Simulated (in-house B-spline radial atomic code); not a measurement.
BSE on G0W0@HF excitations of La IV (La3+)

Method: BSE on G0W0@HF. Computed with an all-electron radial atomic-structure program (B-spline basis): linear response of the closed shell [Kr] 4d10 5s2 5p6 with a statically screened interaction on G0W0 levels; scalar-relativistic (spin-free one-electron X2C), finite nucleus, no spin-orbit coupling, no double excitations, S, P, D and F terms only; shells from n = 3 respond. Only terms of natural parity with L up to 3 were computed.

Spin-orbit coupling is strong here, so these LS terms don't match observed levels.

Command:
```bash
python run_td.py task.json out
```
Settings (radii: box in bohr, nucleus in fm):
```
Z                        57
electrons                54
configuration            [Kr] 4d10 5s2 5p6
hamiltonian              x2c
method                   bse
box_radius               23.08
rms_radius               4.855
intervals                72
```

Cost of the run: 11 s on 1 thread of Arm Neoverse N1 (shared host).

The lowest states, in the order of their Tamm-Dancoff energies; the method's threshold (minus the highest G0W0 level) is 51.35 eV. Labels give the largest channel, * marks a mixed state, and oscillator strengths are full-response dipole values. Energies in eV:

```csv
state,full response,Tamm-Dancoff,oscillator strength
5p → 4f 3D,18.862,18.899,-
5p → 5d 3P,20.542,20.590,-
5p → 5d 3F,21.018,21.123,-
5p → 4f 1D,21.623,21.833,-
5p → 5d 1F,22.723,22.750,-
5p → 6s 3P,25.876,25.885,-
5p → 6s 1P,26.305,26.369,5.83e-06
5p → 5d 1P,26.871,27.732,6.09
5p → 6p 3S,?,?,-
5p → 6p 3D,30.59,30.60,-
5p → 6p 1D,30.89,30.90,-
5p → 6p 1S,32.00,32.12,-
5p → 6d 3P,36.70,36.71,-
5p → 6d 3F,36.82,36.83,-
5p → 6d 1F,37.10,37.11,-
5p → 7s 3P,37.57,37.57,-
5p → 5f 3D,37.70,37.70,-
5p → 7s 1P,37.73,37.73,0.231
5p → 5f 1D,?,?,-
5p → 6d 1P,37.78,38.00,0.513
5p → 7p 3S,39.22,39.23,-
5p → 7p 3D,39.50,39.51,-
```

Question: Where does 5p → 6p 3S lie?

Answer: At 29.909 eV in full response, 29.925 eV in Tamm-Dancoff.

Question: Where does 5p → 5f 1D lie?

Answer: At 37.93 eV in full response, 37.93 eV in Tamm-Dancoff.

Question: How large is the singlet-triplet splitting of 5p → 4f (D terms) in Tamm-Dancoff?

Answer: 2.93 eV, from the unrounded values.

Question: What polarisabilities and dispersion coefficient does the method give?

Answer: Dipole 7.429 bohr³, quadrupole 27.5 bohr⁵, C6 47.22 hartree·bohr⁶ for two such species.
